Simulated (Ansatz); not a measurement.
Nudged elastic band run: CH$_{7}$GeNS

Input file:

```yaml
crystal:
  periodic: [false, false, false]
  atoms:
    - { symbol: S, position_ang: [-1.59733, 1.644023, -0.588718] }
    - { symbol: C, position_ang: [0.165367, 1.028462, -0.81654] }
    - { symbol: "N", position_ang: [0.404467, -0.381344, -0.756406] }
    - { symbol: Ge, position_ang: [0.386899, -1.275296, 0.878125] }
    - { symbol: H, position_ang: [-1.671916, 1.37711, 0.745401] }
    - { symbol: H, position_ang: [0.798301, 1.552644, -0.071749] }
    - { symbol: H, position_ang: [0.429377, 1.433819, -1.816109] }
    - { symbol: H, position_ang: [-0.090468, -0.88805, -1.499292] }
    - { symbol: H, position_ang: [-0.995186, -1.268669, 1.603536] }
    - { symbol: H, position_ang: [1.426421, -0.546621, 1.768113] }
    - { symbol: H, position_ang: [0.809467, -2.733079, 0.574339] }
basis:
  gaussian: { orbitals: def2-SVP }
hamiltonian:
  xc: pbe
  dispersion: d4
neb:
  order_check: false
  images: 7
  f_tol: 0.05
  max_iterations: 60
  final_atoms:
    - { symbol: S, position_ang: [-1.59097566, 1.75350562, 0.27685332] }
    - { symbol: C, position_ang: [0.00234599, 1.36554176, -0.32240724] }
    - { symbol: "N", position_ang: [0.22118323, 0.09243941, -0.86770165] }
    - { symbol: Ge, position_ang: [0.47723727, -1.61970058, 0.71139245] }
    - { symbol: H, position_ang: [-2.1921051, 2.15291367, -0.89770778] }
    - { symbol: H, position_ang: [0.85922859, 1.78139554, 0.23049325] }
    - { symbol: H, position_ang: [-0.55645658, -0.24720556, -1.4456081] }
    - { symbol: H, position_ang: [1.10296766, 0.00682897, -1.3867107] }
    - { symbol: H, position_ang: [-0.63335753, -1.09552375, 1.66981296] }
    - { symbol: H, position_ang: [1.83468046, -1.0518268, 1.24600804] }
    - { symbol: H, position_ang: [0.54065069, -3.19536928, 0.80627544] }
  initial_path:
    images:
      - { positions_ang: [[-1.59733, 1.644023, -0.588718], [0.165367, 1.028462, -0.81654], [0.404467, -0.381344, -0.756406], [0.386899, -1.275296, 0.878125], [-1.671916, 1.37711, 0.745401], [0.798301, 1.552644, -0.071749], [0.429377, 1.433819, -1.816109], [-0.090468, -0.88805, -1.499292], [-0.995186, -1.268669, 1.603536], [1.426421, -0.546621, 1.768113], [0.809467, -2.733079, 0.574339]] }
      - { positions_ang: [[-1.63280215, 1.54744853, -0.46151072], [0.11194167, 1.03172172, -0.74934532], [0.34384778, -0.37682633, -0.78632934], [0.40389741, -1.29135721, 0.83914291], [-1.65355843, 1.70218665, 0.57987177], [0.75415319, 1.51844028, 0.01349589], [0.26328627, 1.21011173, -1.80058527], [0.22039467, -0.76831144, -1.46347235], [-0.98028117, -1.27177913, 1.59722662], [1.45501042, -0.60152832, 1.72395618], [0.77950935, -2.75710747, 0.52824962]] }
      - { positions_ang: [[-1.6682743, 1.45087406, -0.33430344], [0.05851634, 1.03498145, -0.68215064], [0.28322856, -0.37230866, -0.81625269], [0.42089581, -1.30741842, 0.80016082], [-1.63520087, 2.02726329, 0.41434255], [0.71000538, 1.48423655, 0.09874078], [0.09719554, 0.98640447, -1.78506154], [0.53125734, -0.64857289, -1.42765269], [-0.96537634, -1.27488926, 1.59091724], [1.48359983, -0.65643564, 1.67979936], [0.74955169, -2.78113595, 0.48216024]] }
      - { positions_ang: [[-1.70374645, 1.35429959, -0.20709616], [0.00509101, 1.03824117, -0.61495596], [0.22260935, -0.367791, -0.84617603], [0.43789422, -1.32347964, 0.76117874], [-1.6168433, 2.35233994, 0.24881332], [0.66585758, 1.45003283, 0.18398567], [-0.06889519, 0.7626972, -1.76953781], [0.84212001, -0.52883433, -1.39183304], [-0.95047151, -1.27799939, 1.58460787], [1.51218925, -0.71134295, 1.63564254], [0.71959404, -2.80516442, 0.43607087]] }
      - { positions_ang: [[-1.73921861, 1.25772512, -0.07988888], [-0.04833432, 1.04150089, -0.54776128], [0.16199013, -0.36327333, -0.87609938], [0.45489262, -1.33954085, 0.72219665], [-1.59848573, 2.67741658, 0.08328409], [0.62170977, 1.4158291, 0.26923055], [-0.23498592, 0.53898994, -1.75401408], [1.15298268, -0.40909577, -1.35601338], [-0.93556667, -1.28110952, 1.57829849], [1.54077867, -0.76625027, 1.59148573], [0.68963639, -2.8291929, 0.38998149]] }
      - { positions_ang: [[-1.70215787, 1.38167025, 0.00929667], [-0.03566425, 1.12251111, -0.49142277], [0.1767884, -0.24934514, -0.87399994], [0.46047878, -1.40958078, 0.7194956], [-1.74689057, 2.54629085, -0.16196388], [0.68108947, 1.50722071, 0.25954623], [-0.31535358, 0.34244106, -1.67691258], [1.14047892, -0.30511459, -1.36368771], [-0.86001439, -1.23471308, 1.60117711], [1.61425411, -0.8376444, 1.50511631], [0.65238996, -2.92073699, 0.49405498]] }
      - { positions_ang: [[-1.66509713, 1.50561537, 0.09848222], [-0.02299417, 1.20352133, -0.43508426], [0.19158668, -0.13541696, -0.87190051], [0.46606494, -1.47962072, 0.71679455], [-1.89529541, 2.41516512, -0.40721184], [0.74046918, 1.59861232, 0.2498619], [-0.39572125, 0.14589219, -1.59981109], [1.12797517, -0.2011334, -1.37136204], [-0.7844621, -1.18831663, 1.62405572], [1.68772956, -0.90903854, 1.41874688], [0.61514354, -3.01228109, 0.59812847]] }
      - { positions_ang: [[-1.62803639, 1.6295605, 0.18766777], [-0.01032409, 1.28453154, -0.37874575], [0.20638495, -0.02148877, -0.86980108], [0.47165111, -1.54966065, 0.7140935], [-2.04370025, 2.28403939, -0.65245981], [0.79984888, 1.69000393, 0.24017758], [-0.47608891, -0.05065669, -1.52270959], [1.11547141, -0.09715222, -1.37903637], [-0.70890982, -1.14192019, 1.64693434], [1.76120501, -0.98043267, 1.33237746], [0.57789711, -3.10382518, 0.70220195]] }
      - { positions_ang: [[-1.59097566, 1.75350562, 0.27685332], [0.00234599, 1.36554176, -0.32240724], [0.22118323, 0.09243941, -0.86770165], [0.47723727, -1.61970058, 0.71139245], [-2.1921051, 2.15291367, -0.89770778], [0.85922859, 1.78139554, 0.23049325], [-0.55645658, -0.24720556, -1.4456081], [1.10296766, 0.00682897, -1.3867107], [-0.63335753, -1.09552375, 1.66981296], [1.83468046, -1.0518268, 1.24600804], [0.54065069, -3.19536928, 0.80627544]] }
```

Run as:

```bash
$ ansatz run input.yaml --threads 2 --pin off --max-ram 3072MiB --backend cpu --events-out ev --progress --plain --runs-dir out
```

Output, in part (warnings, iteration lines, the closing report on the highest movable image, with atoms numbered from 0):

```
NEB end point (image 0): max|allowed force component| = 1.210e-2 eV/Å (the criterion of neb.relax_end_points is 1.000e-2)
NEB end point (image 8): max|allowed force component| = 1.976e-2 eV/Å (the criterion of neb.relax_end_points is 1.000e-2)
NEB iter   1: max|band force component| = 3.692e1 eV/Å  barrier→ = 10.4242 eV  barrier← = 8.2021 eV  Δτ_max = 0.2000 Å  (260 SCF iters)
NEB iter   2: max|band force component| = 6.641e0 eV/Å  barrier→ = 3.8181 eV  barrier← = 1.5960 eV  Δτ_max = 0.2000 Å  (247 SCF iters)
NEB iter   3: max|band force component| = 2.971e0 eV/Å  barrier→ = 3.6046 eV  barrier← = 1.3824 eV  Δτ_max = 0.2000 Å  (215 SCF iters)
NEB iter   4: max|band force component| = 1.448e0 eV/Å  barrier→ = 3.4801 eV  barrier← = 1.2580 eV  Δτ_max = 0.1975 Å  (218 SCF iters)
NEB iter   5: max|band force component| = 1.798e0 eV/Å  barrier→ = 3.2122 eV  barrier← = 0.9900 eV  Δτ_max = 0.1006 Å  (216 SCF iters)
NEB iter   6: max|band force component| = 2.128e0 eV/Å  barrier→ = 2.9267 eV  barrier← = 0.7046 eV  Δτ_max = 0.0501 Å  (208 SCF iters)
NEB iter   7: max|band force component| = 1.009e0 eV/Å  barrier→ = 2.7483 eV  barrier← = 0.5262 eV  Δτ_max = 0.0989 Å  (210 SCF iters)
NEB iter   8: max|band force component| = 7.477e-1 eV/Å  barrier→ = 2.4978 eV  barrier← = 0.2757 eV  Δτ_max = 0.0994 Å  (211 SCF iters)
NEB iter   9: max|band force component| = 9.548e-1 eV/Å  barrier→ = 2.4184 eV  barrier← = 0.1963 eV  CI = image 6  Δτ_max = 0.2000 Å  (208 SCF iters)
NEB iter  10: max|band force component| = 1.420e0 eV/Å  barrier→ = 2.7431 eV  barrier← = 0.5210 eV  CI = image 6  Δτ_max = 0.1011 Å  (226 SCF iters)
NEB iter  11: max|band force component| = 1.365e0 eV/Å  barrier→ = 2.8835 eV  barrier← = 0.6613 eV  CI = image 6  Δτ_max = 0.2000 Å  (213 SCF iters)
NEB iter  12: max|band force component| = 1.512e0 eV/Å  barrier→ = 3.0708 eV  barrier← = 0.8486 eV  CI = image 6  Δτ_max = 0.1981 Å  (216 SCF iters)
NEB iter  13: max|band force component| = 1.182e0 eV/Å  barrier→ = 3.1911 eV  barrier← = 0.9689 eV  CI = image 6  Δτ_max = 0.2000 Å  (230 SCF iters)
NEB iter  14: max|band force component| = 9.897e-1 eV/Å  barrier→ = 3.2514 eV  barrier← = 1.0293 eV  CI = image 6  Δτ_max = 0.2000 Å  (212 SCF iters)
NEB iter  15: max|band force component| = 6.479e-1 eV/Å  barrier→ = 3.1970 eV  barrier← = 0.9749 eV  CI = image 6  Δτ_max = 0.1980 Å  (206 SCF iters)
NEB iter  16: max|band force component| = 5.061e-1 eV/Å  barrier→ = 3.1511 eV  barrier← = 0.9289 eV  CI = image 6  Δτ_max = 0.1954 Å  (210 SCF iters)
NEB iter  17: max|band force component| = 3.829e-1 eV/Å  barrier→ = 3.1155 eV  barrier← = 0.8934 eV  CI = image 6  Δτ_max = 0.1981 Å  (205 SCF iters)
NEB iter  18: max|band force component| = 3.785e-1 eV/Å  barrier→ = 3.1035 eV  barrier← = 0.8813 eV  CI = image 6  Δτ_max = 0.1020 Å  (214 SCF iters)
NEB iter  19: max|band force component| = 2.856e-1 eV/Å  barrier→ = 3.0957 eV  barrier← = 0.8735 eV  CI = image 6  Δτ_max = 0.1004 Å  (210 SCF iters)
NEB iter  20: max|band force component| = 7.143e-1 eV/Å  barrier→ = 3.0929 eV  barrier← = 0.8708 eV  CI = image 6  Δτ_max = 0.0503 Å  (216 SCF iters)
NEB iter  21: max|band force component| = 1.392e-1 eV/Å  barrier→ = 3.0902 eV  barrier← = 0.8680 eV  CI = image 6  Δτ_max = 0.0993 Å  (203 SCF iters)
NEB iter  22: max|band force component| = 2.237e-1 eV/Å  barrier→ = 3.0896 eV  barrier← = 0.8675 eV  CI = image 6  Δτ_max = 0.0505 Å  (204 SCF iters)
NEB iter  23: max|band force component| = 3.225e-1 eV/Å  barrier→ = 3.0894 eV  barrier← = 0.8673 eV  CI = image 6  Δτ_max = 0.0250 Å  (206 SCF iters)
NEB iter  24: max|band force component| = 2.160e-1 eV/Å  barrier→ = 3.0894 eV  barrier← = 0.8672 eV  CI = image 6  Δτ_max = 0.0500 Å  (190 SCF iters)
NEB iter  25: max|band force component| = 2.159e-1 eV/Å  barrier→ = 3.0893 eV  barrier← = 0.8672 eV  CI = image 6  Δτ_max = 0.0997 Å  (184 SCF iters)
NEB iter  26: max|band force component| = 2.232e-1 eV/Å  barrier→ = 3.0893 eV  barrier← = 0.8672 eV  CI = image 6  Δτ_max = 0.0497 Å  (185 SCF iters)
NEB iter  27: max|band force component| = 1.770e-1 eV/Å  barrier→ = 3.0893 eV  barrier← = 0.8672 eV  CI = image 6  Δτ_max = 0.1015 Å  (176 SCF iters)
NEB iter  28: max|band force component| = 1.067e0 eV/Å  barrier→ = 3.0893 eV  barrier← = 0.8672 eV  CI = image 6  Δτ_max = 0.0505 Å  (203 SCF iters)
NEB iter  29: max|band force component| = 2.159e-1 eV/Å  barrier→ = 3.0893 eV  barrier← = 0.8672 eV  CI = image 6  Δτ_max = 0.0635 Å  (186 SCF iters)
NEB iter  30: max|band force component| = 7.791e-2 eV/Å  barrier→ = 3.0893 eV  barrier← = 0.8672 eV  CI = image 6  Δτ_max = 0.1016 Å  (187 SCF iters)
NEB iter  31: max|band force component| = 4.135e-1 eV/Å  barrier→ = 3.0893 eV  barrier← = 0.8672 eV  CI = image 6  Δτ_max = 0.0491 Å  (199 SCF iters)
NEB iter  32: max|band force component| = 1.056e-1 eV/Å  barrier→ = 3.0893 eV  barrier← = 0.8672 eV  CI = image 6  Δτ_max = 0.1005 Å  (188 SCF iters)
NEB iter  33: max|band force component| = 5.323e-1 eV/Å  barrier→ = 3.0893 eV  barrier← = 0.8672 eV  CI = image 6  Δτ_max = 0.0508 Å  (192 SCF iters)
NEB iter  34: max|band force component| = 4.834e-2 eV/Å  barrier→ = 3.0893 eV  barrier← = 0.8672 eV  CI = image 6  Δτ_max = 0.0000 Å  (393 SCF iters)
Total energy: -69962.38835236 eV, -2571.0703497393 hartree
Atom 0 at    -0.841822     1.832677     0.655926 Å, force    -0.000131     0.000028     0.000074 eV/Å
Atom 1 at     0.006452     1.351236    -0.817814 Å, force     0.000257    -0.000188    -0.000133 eV/Å
Atom 2 at     0.439215    -0.247202    -0.750761 Å, force    -0.000230     0.000128     0.000023 eV/Å
Atom 3 at     0.196031    -1.338188     0.814274 Å, force     0.000081     0.000005     0.000083 eV/Å
Atom 4 at    -2.141467     1.637357     0.261114 Å, force     0.000062     0.000010     0.000026 eV/Å
Atom 5 at     0.953946     1.919274    -0.882779 Å, force    -0.000011     0.000068     0.000067 eV/Å
Atom 6 at    -0.334953     0.110802    -1.497102 Å, force     0.000050    -0.000057    -0.000033 eV/Å
Atom 7 at     1.337392    -0.382463    -1.239645 Å, force    -0.000040     0.000021    -0.000081 eV/Å
Atom 8 at    -1.315836    -1.494671     1.062480 Å, force    -0.000008    -0.000033    -0.000006 eV/Å
Atom 9 at     0.949236    -0.750540     2.030493 Å, force    -0.000035     0.000008    -0.000015 eV/Å
Atom 10 at     0.817206    -2.695284     0.384514 Å, force     0.000005     0.000011    -0.000005 eV/Å
Dipole moment:     0.221338    -0.537108    -0.023431 e Å
```

The run converged. The profile has 2 maxima (images 2, 6) with wells between them (image 3): this band takes more than one step, which may be the mechanism or a detour left from its start path. Neighbouring images differ by up to 3.0 eV, so the band resolves the path poorly. A vibrational analysis at the climbing image gives one clearly imaginary mode, 1290i cm⁻¹: a first-order saddle point. The orbitals stay closed-shell, which can raise the energy where a bond breaks towards radicals; this wasn't checked here.

Final band (atoms are numbered from 1 in the order of the input):

```json
{"image": "0", "path coordinate (Å)": "0.00", "energy (eV)": "0.00", "C2–H7 (Å)": "1.11", "N3–H7 (Å)": "2.10"}
{"image": "1", "path coordinate (Å)": "1.40", "energy (eV)": "0.08", "C2–H7 (Å)": "1.11", "N3–H7 (Å)": "2.09"}
{"image": "2", "path coordinate (Å)": "2.80", "energy (eV)": "0.09", "C2–H7 (Å)": "1.11", "N3–H7 (Å)": "2.10"}
{"image": "3", "path coordinate (Å)": "4.19", "energy (eV)": "0.00", "C2–H7 (Å)": "1.11", "N3–H7 (Å)": "2.10"}
{"image": "4", "path coordinate (Å)": "5.59", "energy (eV)": "0.07", "C2–H7 (Å)": "1.11", "N3–H7 (Å)": "2.10"}
{"image": "5", "path coordinate (Å)": "6.99", "energy (eV)": "0.14", "C2–H7 (Å)": "1.11", "N3–H7 (Å)": "2.11"}
{"image": "6", "path coordinate (Å)": "8.39", "energy (eV)": "3.09", "C2–H7 (Å)": "1.45", "N3–H7 (Å)": "1.13"}
{"image": "7", "path coordinate (Å)": "10.19", "energy (eV)": "2.24", "C2–H7 (Å)": "2.04", "N3–H7 (Å)": "1.03"}
{"image": "8", "path coordinate (Å)": "11.99", "energy (eV)": "2.22", "C2–H7 (Å)": "2.04", "N3–H7 (Å)": "1.03"}
```

Run time: 8.4 min on 2 threads of Arm Neoverse V1 (shared host), peak memory 0.16 GiB.
